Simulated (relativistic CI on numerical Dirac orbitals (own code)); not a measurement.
Co2+: L2,3 absorption edge

Computed with this model: Dirac-Coulomb-Breit CI, KLI orbitals optimised for each configuration, model QED (radiative potential, 1s self-energy scaled to tabulated hydrogen-like ionisation energies), valence Slater integrals scaled by 0.8, multiplet model of core-to-valence dipole absorption; configurations [Ar] 3d7 → [He] 2s2 2p5 3s2 3p6 3d8; 80 K; Lorentzian 0.6 eV and Gaussian 0.3 eV FWHM. Energies are those of the free ion, without screening or charge transfer. The branching ratio is the share of the lower-energy edge in the whole absorption, uncertain by about 0.02 where the edges overlap. S is read from ⟨S²⟩ = S(S + 1).

Field parameters in Wybourne normalisation: Oh B⁴₀ = 21Dq, B⁴₄ = √(5/14) B⁴₀. The field is a parameter set, without covalency.

free ion: ground-state S = 1.50, centroid 782.65 eV, branching ratio 0.867. Peaks (eV, height): 779.5 (79), 780.7 (100), 781.5 (96), 783.0 (25), 795.7 (41).

Oh, 10Dq = 3250 cm⁻¹: ground-state S = 1.50, centroid 783.05 eV, branching ratio 0.849. Peaks (eV, height): 779.7 (90), 780.6 (100), 781.6 (89), 795.8 (44).

Oh, 10Dq = 7350 cm⁻¹: ground-state S = 1.50, centroid 783.32 eV, branching ratio 0.839. Peaks (eV, height): 778.9 (52), 779.9 (100), 780.7 (100), 781.8 (98), 796.2 (39).

Oh, 10Dq = 11400 cm⁻¹: ground-state S = 1.50, centroid 783.54 eV, branching ratio 0.833. Peaks (eV, height): 778.7 (60), 780.1 (96), 780.8 (91), 782.0 (100), 795.7 (23), 796.5 (31).

Oh, 10Dq = 15500 cm⁻¹: ground-state S = 1.50, centroid 783.75 eV, branching ratio 0.825. Peaks (eV, height): 778.6 (68), 780.5 (91), 782.3 (100), 795.8 (21), 796.7 (24), 797.3 (28).

Oh, 10Dq = 19600 cm⁻¹: ground-state S = 0.66, centroid 785.30 eV, branching ratio 0.747. Peaks (eV, height): 779.5 (66), 781.1 (89), 782.3 (100), 784.7 (11), 785.3 (11), 794.4 (22), 796.1 (42), 797.0 (28), 798.3 (13).

The statistical ratio of this edge is 2/3 = 0.667. Values above it arise where the holes sit mainly in the j = l + 1/2 valence subshell or the ground state has high spin; values below it where core-valence Coulomb terms move weight to the upper edge, as in nearly empty shells.

Strongest unbroadened transitions for Oh, 10Dq = 15500 cm⁻¹:

| Energy (eV) | Relative strength |
| --- | --- |
| 778.57 | 69.9 |
| 778.58 | 71.6 |
| 779.54 | 15.3 |
| 780.29 | 97.6 |
| 780.50 | 67.6 |
| 780.91 | 25.8 |
| 781.02 | 95.7 |
| 782.06 | 17.9 |
| 782.27 | 100.0 |
| 782.36 | 58.5 |
| 782.42 | 23.5 |
| 782.89 | 21.7 |
| 783.65 | 21.4 |
| 795.75 | 33.4 |
| 796.18 | 14.0 |
| 796.60 | 21.8 |
| 796.94 | 9.7 |
| 797.36 | 47.2 |
